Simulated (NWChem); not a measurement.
System: CH5NOSn, singlet; SMILES C[O][Sn][NH2]

NWChem input:

```
start job
memory heap 200 mb stack 900 mb global 1100 mb
geometry units angstroms noautoz
  Sn     0.385063    -0.590522     0.138721
  O      0.658643     1.428716     0.247315
  C     -0.360561     2.380143     0.114865
  H     -1.160186     2.285667     0.893070
  H      0.066907     3.404218     0.216723
  H     -0.876114     2.343269    -0.878483
  N     -1.648707    -0.487123    -0.182970
  H     -2.198436     0.375735    -0.243406
  H     -2.249399    -1.307720    -0.305112
end
basis spherical
  Sn library def2-svp
  O library def2-svp
  C library def2-svp
  H library def2-svp
  N library def2-svp
end
ecp
  Sn library def2-ecp
end
dft
  xc b3lyp
  iterations 150
  mulliken
end
task dft energy
```

Low-valent species are run as closed-shell singlets; no triplet was tried in these runs. All runs use the structure optimised with PBE-D3(BJ)/def2-SVP. def2 effective core potentials on Sn; no spin-orbit coupling.

Predict the main results of this run. (B3LYP/def2-SVP with def2 effective core potentials on Sn.) Quantities: energy (Ha); highest occupied level (eV); orbital gap (eV); dipole (D).


- energy (Ha): -385.35
- highest occupied level (eV): -6.61
- orbital gap (eV): 4.90
- dipole (D): 2.19
